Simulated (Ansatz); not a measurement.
C₂H₆BrNSi, SMILES `N=C[SiH2]CBr`. Charge 0, multiplicity 1. Geometry: relaxed with PBE0-D4/def2-TZVP. It is one conformer, not always the lowest.

```xyz
11

N    -1.558   -0.153   -1.143
C    -1.405    0.452   -0.038
Si    0.152    0.061    0.960
C     1.464   -0.556   -0.225
Br    2.125    0.935   -1.286
H    -2.433    0.106   -1.604
H    -2.148    1.165    0.349
H     0.618    1.263    1.697
H    -0.181   -1.006    1.946
H     2.326   -0.996    0.273
H     1.040   -1.271   -0.929
```

**Question.** What is the dipole moment at PBE/def2-TZVPP? (An estimate is asked.)

**Answer.** Computed: 1.96 D, with components (-1.55, -0.23, 1.17) D in this frame, pointing from negative to positive charge.

**Question.** And with r2SCAN, B3LYP, ωB97M-V? (Best estimate.)

**Answer.** Computed: r2SCAN 2.09 D, B3LYP 2.09 D, ωB97M-V 2.10 D.

**Question.** Give the Mulliken charges with PBE, B3LYP, ωB97M-V in def2-TZVPP. (An estimate is asked.)

**Answer.** Computed: 
```
atom    PBE  B3LYP  ωB97M-V
  N1  -0.24  -0.25    -0.24
  C2  -0.09  -0.11    -0.12
 Si3   0.28   0.36     0.28
  C4  -0.22  -0.25    -0.34
 Br5  -0.13  -0.13    -0.10
  H6   0.16   0.14     0.12
  H7   0.06   0.08     0.09
  H8  -0.05  -0.06    -0.01
  H9  -0.06  -0.07    -0.03
 H10   0.14   0.14     0.17
 H11   0.15   0.15     0.17
```

B3LYP here is the variant with VWN-RPA as its local correlation; programs differ in this.
